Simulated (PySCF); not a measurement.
Input of a run (BHandHLYP/def2-SVP geometry optimisation, gas phase (PySCF 2.14.0)), started from GFN2-xTB:
```
{"job": {"xc": "BHandHLYP", "basis": "def2-SVP", "grid": 1, "kind": "geom"}, "charge": 0, "multiplicity": 1}
C      2.764406    -0.504920     0.506080
C      1.594525    -0.318745     0.302678
C      0.229318    -0.125816     0.076966
C     -0.395275     0.963787    -0.475259
N     -1.735494     0.873866    -0.571023
C     -2.173043    -0.241654    -0.114729
S     -0.961032    -1.325811     0.494851
H      3.789218    -0.648026     0.675938
H      0.104645     1.849601    -0.821869
H     -3.208384    -0.517628    -0.096162
```

Output (energies in Eh, forces in Eh/bohr):
```
step   0  E = -644.72913971  max force = 0.015306
step   1  E = -644.72901505  max force = 0.006487
step   2  E = -644.72996950  max force = 0.004358
step   3  E = -644.73024817  max force = 0.001972
step   4  E = -644.73024045  max force = 0.002195
step   5  E = -644.73027147  max force = 0.000444
step   6  E = -644.73027291  max force = 0.000279
optimisation converged
```

Summarise the run.

The energy falls by 0.71 kcal/mol over 7 energy and gradient evaluations, the largest force component goes from 0.0153 to 2.8e-04 Eh/bohr, and the atoms move by 0.018 Å rms after alignment. Among the bonds, C2–C3 and C1–H8 change most and about equally (+0.018 Å). Bonds longer at the end by more than 0.005 Å: 6 of 10; shorter: 2. The energy rose by more than 1e-6 Eh at steps 1 and 4.

What are the final bond lengths?

C1≡C2 1.202 Å, C2–C3 1.415 Å, C3–C4 1.368 Å, C4–N5 1.356 Å, N5–C6 1.288 Å, C6–S7 1.720 Å, C3–S7 1.733 Å, C1–H8 1.067 Å, C4–H9 1.083 Å, C6–H10 1.085 Å. Numbering counts from 1 in the input's order; the species is `c1(C#C)scnc1`.

The run used 117 basis functions and 54 SCF cycles in all. Hardware: one thread, Arm Neoverse V1 (aarch64), no GPU, on a shared host. Cost: 29 s, 0.52 GiB resident at most.

Whether it is a minimum is left open (no frequencies).
